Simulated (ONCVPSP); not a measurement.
How hard is this F (Z = 9) ONCV potential?

- Element: F
- Generator: ONCVPSP 4.0.1
- Type: optimised norm-conserving Vanderbilt (ONCV)
- Functional: PBEsol
- Relativity: scalar-relativistic
- Frozen core: [He]
- Valence charge: 7
- Reference configuration: 2s2 2p5
- Partial waves: 2s: rc 0.55 bohr, ncon 4, nbas 9, qcut 12.5 1/bohr, local; 2p: rc 1.85 bohr, ncon 5, nbas 9, qcut 8.4 1/bohr, 2 projectors, debl 2.8 Ha
- Local potential: the s channel
- Core correction: Teter function, fcfact 1.75, rcfact 1.6

Question: For each optimised wave give the share of its norm inside rc, the residual kinetic energy above qcut (Ha) and the cutoffs (Ha) for errors of 10, 1, 0.1 and 0.01 mHa per electron.

Answer:

```csv
wave,norm inside rc,residual KE,10 mHa,1 mHa,0.1 mHa,0.01 mHa
2s,0.130,7.8e-04,38.3,58.9,710.4,844.6
2p,0.883,1.3e-06,20.1,25.2,29.3,32.5
p projector 2,0.259,2.8e-05,22.5,28.4,32.8,53.6
```

The occupied waves need 59 Ha and 710 Ha for 1 and 0.1 mHa. Its largest configuration-test error is +2122 meV.
